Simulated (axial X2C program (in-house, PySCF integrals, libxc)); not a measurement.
## Curves of FRhF from open-shell CI on d7 s0 p(π)0

Calculated with an axial X2C code built on PySCF integrals: two-component X2C with atomic mean-field Coulomb and Gaunt terms, basis F dyall-av3z, Rh dyall-v3z (cores contracted in-house). Orbitals come from Hartree–Fock averaged over the configuration Rh d7 s0 p(π)0; CI then distributes these electrons over the d, s, p(π) shells of Rh.

Scan along the symmetric stretch (R is each bond); masses F 18.998 u, Rh 102.906 u, F 18.998 u. Energies in cm⁻¹ from the lowest point; levels are followed by energy order within each Ω. Lowest level at 1.924 Å: 100% d7.

```csv
R (Å),(1)Ω=9/2,(1)Ω=7/2,(1)Ω=1/2,(1)Ω=3/2,(1)Ω=5/2,(2)Ω=3/2,(2)Ω=5/2,(3)Ω=3/2,(2)Ω=1/2
1.789,4006,5098,3710,3772,6188,7246,8504,8856,9301
1.857,826,1923,1415,1510,3003,4070,5180,5629,6079
1.924,0,1096,1145,1288,2165,3240,4198,4745,5180
2.001,1036,2127,2558,2753,3183,4274,5056,5711,6105
2.078,3533,4616,5250,5485,5659,6770,7380,8136,8470
2.164,7450,8520,9256,9516,9547,10687,11108,11969,12225
2.270,13257,14305,15072,15339,15305,16490,16694,17669,17826
```

**Question.** Fit the curves (1)Ω=9/2, (1)Ω=7/2, (1)Ω=1/2, (1)Ω=3/2, (1)Ω=5/2, (2)Ω=3/2, (2)Ω=5/2, (3)Ω=3/2, (2)Ω=1/2 near their minima.

**Answer.** From the open-shell CI curves, Te from the lowest:

```tsv
level	Te (cm⁻¹)	Re (Å)	ωe (cm⁻¹)
(1)Ω=9/2	0	1.921	570.5
(1)Ω=7/2	1096	1.921	569.8
(1)Ω=1/2	1056	1.901	557.9
(1)Ω=3/2	1181	1.899	561.3
(1)Ω=5/2	2165	1.921	569.1
(2)Ω=3/2	3240	1.921	570.4
(2)Ω=5/2	4199	1.927	561.5
(3)Ω=3/2	4747	1.923	566.5
(2)Ω=1/2	5182	1.924	561.5
```

Without dynamic correlation distances can be off by several hundredths of an Å (long for ionic bonds, short for multiple bonds) and the wavenumbers are rough.

The 9 lowest curves are shown; the next is (3)Ω=1/2, from 5817 cm⁻¹.

There is no dynamic correlation: spin–orbit spacings and, for f shells, spacings inside one term are the most reliable numbers, splittings between terms come out too wide, and energies between configurations are not reliable, so the lowest level need not be the ground state of the molecule. For d shells the ligand-field splittings (σ, π, δ) and their order can be off by a thousand cm⁻¹ or more. At most 4 roots were kept for each Ω > 0 (twice that for Ω = 0) within 3.2 eV of the lowest, so higher up levels can be missing between those listed; levels with Ω > 0 are doubly degenerate and listed once, Ω = 0 levels singly. Some active spinors are only partly of the character that their shell is named for, so the shell names and counts are nominal. States that fill the shells left empty in the average are placed too high. The molecule was held linear; bending was not examined.
